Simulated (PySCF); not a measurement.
Energy of Cd²⁺ (cadmium, charge +2) between two integer charges

The 4d beta orbital of [Kr] 4d10 is emptied in steps (occupation f), with all orbitals relaxed, ending at [Kr] 4d9. All numbers are calculated (PySCF 2.14, scalar relativity through the core potential, in def2-TZVPPD with the def2 core potential (28 electrons)). The exact energy is a straight line in f; departures are measured from the line between the end points of the same method.

```
  f  UHF (eV)  LDA (eV)  PBE (eV)  PBE0 (eV)  r2SCAN (eV)  LC-wPBE (eV)  BHandHLYP (eV)  wB97X (eV)  BLYP (eV)  MN15 (eV)
  1     0.000     0.000     0.000      0.000        0.000         0.000           0.000       0.000      0.000      0.000
0.8     0.333    -1.200    -1.174     -0.802       -1.106        -0.357          -0.432      -0.393     -1.168     -0.729
0.6     0.488    -1.809    -1.767     -1.206       -1.660        -0.539          -0.653      -0.590     -1.759     -1.101
0.4     0.478    -1.818    -1.773     -1.209       -1.660        -0.543          -0.659      -0.590     -1.766     -1.107
0.2     0.312    -1.217    -1.186     -0.807       -1.105        -0.364          -0.442      -0.393     -1.182     -0.742
  0     0.000     0.000     0.000      0.000        0.000         0.000           0.000       0.000      0.000      0.000
```

**Question.** For UHF, how does the orbital energy at f = 1 compare with the removal energy?

**Answer.** −ε = 38.077 eV against a total-energy difference of 35.947 eV. By Janak's theorem ε = ∂E/∂f, so the gap between them reflects the curvature. Along the path −ε is 37.158 (f = 0.8), 36.300 (f = 0.6), 35.497 (f = 0.4), 34.745 (f = 0.2) eV.

| method | E(f=0) − E(f=1) (eV) | −ε at f=1 (eV) | −ε at f=0.4 (eV) |
| --- | --- | --- | --- |
| UHF | 35.947 | 38.077 | 35.497 |
| LDA | 38.048 | 30.590 | 39.519 |
| PBE | 37.641 | 30.337 | 39.089 |
| PBE0 | 37.529 | 32.531 | 38.526 |
| r2SCAN | 37.529 | 30.627 | 38.916 |
| LC-wPBE | 37.470 | 35.259 | 37.906 |
| BHandHLYP | 37.351 | 34.673 | 37.875 |
| wB97X | 37.392 | 34.945 | 37.886 |
| BLYP | 37.530 | 30.263 | 38.968 |
| MN15 | 37.795 | 33.268 | 38.689 |

Reference removal energy between the ground levels: 37.468 ± 0.006 eV (measured; NIST Atomic Spectra Database, ionization energies). The calculation has no spin-orbit coupling. UHF lacks correlation.
